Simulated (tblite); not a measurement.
C7H10P2.
Atom-mapped SMILES: `[CH3:1][CH2:2][c:3]1[p:4][cH:5][cH:6][p:7][c:8]1[CH3:9]` (hydrogens: H10, H11, H12 on C1; H13, H14 on C2; H15 on C5; H16 on C6; H17, H18, H19 on C9)

Computed with GFN2-xTB (tblite), gas phase: L-BFGS steps from a force-field or distance-geometry start until the largest atomic force falls under 0.01 eV/Å.

The end geometry, which sets the zero of energy:
```
atom  x, y, z in Å
C1     -2.1148   -1.2210    0.1784
C2     -1.5450   -0.0382   -0.6056
C3     -0.0413    0.0191   -0.4503
P4      0.7743   -0.9704   -1.6504
C5      2.4507   -0.8301   -1.2415
C6      3.0218   -0.1062   -0.2269
P7      2.2407    0.8889    0.9549
C8      0.5324    0.7504    0.5685
C9     -0.3338    1.5646    1.4979
H10    -3.1947   -1.2716    0.0589
H11    -1.6798   -2.1507   -0.1857
H12    -1.8867   -1.1334    1.2385
H13    -2.0153    0.8880   -0.2751
H14    -1.7858   -0.1779   -1.6636
H15     3.1137   -1.3933   -1.8924
H16     4.1034   -0.1415   -0.1299
H17    -0.8446    2.3581    0.9516
H18     0.2815    2.0276    2.2691
H19    -1.0865    0.9470    1.9844
```

**Question.** These geometries come from the run, each turned onto the end geometry. Order them by energy, lowest first.
A.
```
atom  x, y, z in Å
C1     -1.9673   -1.2716    0.1072
C2     -1.5809    0.0229   -0.5974
C3     -0.0803    0.1342   -0.4891
P4      0.7062   -0.8771   -1.6882
C5      2.3650   -0.8938   -1.2033
C6      2.9537   -0.1771   -0.1901
P7      2.2149    0.9110    0.9343
C8      0.5044    0.8239    0.5488
C9     -0.3489    1.6314    1.4947
H10    -3.0362   -1.4408    0.0891
H11    -1.4750   -2.1109   -0.3785
H12    -1.6234   -1.2351    1.1359
H13    -2.0796    0.8753   -0.1458
H14    -1.8740   -0.0197   -1.6483
H15     2.9771   -1.5851   -1.7834
H16     4.0224   -0.3063   -0.0320
H17    -0.9575    2.3515    0.9525
H18     0.2734    2.1854    2.1929
H19    -1.0038    0.9913    2.0816
```
B.
```
atom  x, y, z in Å
C1     -2.0582   -1.2862    0.1320
C2     -1.5601   -0.0222   -0.5661
C3     -0.0552    0.0667   -0.4442
P4      0.7412   -0.9049   -1.6714
C5      2.4119   -0.8400   -1.2322
C6      2.9857   -0.1680   -0.1836
P7      2.2396    0.8632    0.9857
C8      0.5328    0.7900    0.5716
C9     -0.3273    1.6396    1.4737
H10    -3.1403   -1.3480    0.0718
H11    -1.6268   -2.1627   -0.3489
H12    -1.7770   -1.2842    1.1822
H13    -2.0505    0.8527   -0.1449
H14    -1.8251   -0.0838   -1.6247
H15     3.0691   -1.4186   -1.8767
H16     4.0594   -0.2668   -0.0606
H17    -0.9031    2.3566    0.8895
H18     0.2967    2.1902    2.1749
H19    -1.0226    1.0358    2.0528
```
C.
```
atom  x, y, z in Å
C1     -2.0213   -1.2745    0.1208
C2     -1.5586    0.0028   -0.5771
C3     -0.0566    0.0861   -0.4541
P4      0.7243   -0.9061   -1.6752
C5      2.3881   -0.8673   -1.2161
C6      2.9707   -0.1790   -0.1840
P7      2.2288    0.8533    0.9878
C8      0.5217    0.7935    0.5765
C9     -0.3412    1.6354    1.4839
H10    -3.1015   -1.3750    0.0809
H11    -1.5672   -2.1414   -0.3558
H12    -1.7196   -1.2717    1.1649
H13    -2.0625    0.8613   -0.1390
H14    -1.8309   -0.0483   -1.6340
H15     3.0420   -1.4617   -1.8454
H16     4.0478   -0.2650   -0.0816
H17    -0.9273    2.3380    0.8925
H18     0.2913    2.1975    2.1692
H19    -1.0377    1.0316    2.0664
```
D.
```
atom  x, y, z in Å
C1     -1.8946   -1.2782    0.1036
C2     -1.5935    0.0477   -0.6080
C3     -0.0960    0.2194   -0.5584
P4      0.6883   -0.7973   -1.7651
C5      2.2913   -0.9371   -1.1374
C6      2.8896   -0.2032   -0.1485
P7      2.2148    1.0860    0.7826
C8      0.4934    0.9684    0.4273
C9     -0.3427    1.6418    1.4908
H10    -2.9658   -1.4742    0.0834
H11    -1.3641   -2.0943   -0.3987
H12    -1.5385   -1.2585    1.1355
H13    -2.1612    0.8751   -0.1653
H14    -1.9020   -0.0502   -1.6526
H15     2.9100   -1.6800   -1.6236
H16     3.9261   -0.4352    0.0700
H17    -1.0176    2.4276    1.1277
H18     0.3489    2.0965    2.2005
H19    -0.8963    0.8552    2.0171
```
E.
```
atom  x, y, z in Å
C1     -2.1058   -1.2544    0.1488
C2     -1.5553   -0.0350   -0.5923
C3     -0.0510    0.0280   -0.4404
P4      0.7595   -0.9719   -1.6367
C5      2.4371   -0.8410   -1.2283
C6      3.0143   -0.1105   -0.2219
P7      2.2389    0.8957    0.9531
C8      0.5284    0.7629    0.5724
C9     -0.3197    1.6002    1.4988
H10    -3.1871   -1.3076    0.0429
H11    -1.6695   -2.1646   -0.2617
H12    -1.8639   -1.2132    1.2086
H13    -2.0361    0.8733   -0.2294
H14    -1.8055   -0.1425   -1.6519
H15     3.0981   -1.4200   -1.8669
H16     4.0957   -0.1525   -0.1234
H17    -0.8355    2.3881    0.9492
H18     0.3156    2.0743    2.2473
H19    -1.0680    0.9999    2.0127
```

**Answer.** E (0.003 eV), B (0.015 eV), C (0.026 eV), A (0.053 eV), D (0.178 eV).

In the order of the answer:

| step | E above end (eV) | largest force (eV/Å) | rms force component (eV/Å) | rms distance from end (Å) | rms bond change (Å) | bond most changed (Å) |
| --- | --- | --- | --- | --- | --- | --- |
| 59 | 0.003 | 0.04 | 0.014 | 0.043 | 0.000 | C3–P4 +0.001 |
| 35 | 0.015 | 0.11 | 0.040 | 0.110 | 0.001 | C6–P7 -0.003 |
| 32 | 0.026 | 0.11 | 0.040 | 0.128 | 0.002 | P4–C5 -0.005 |
| 25 | 0.053 | 0.21 | 0.069 | 0.171 | 0.003 | C1–C2 -0.005 |
| 12 | 0.178 | 0.41 | 0.119 | 0.265 | 0.005 | C9–H19 +0.008 |

What follows is the cost of the whole relaxation. On one thread, Arm Neoverse V1 (aarch64) (shared host), this took 0.82 s wall.
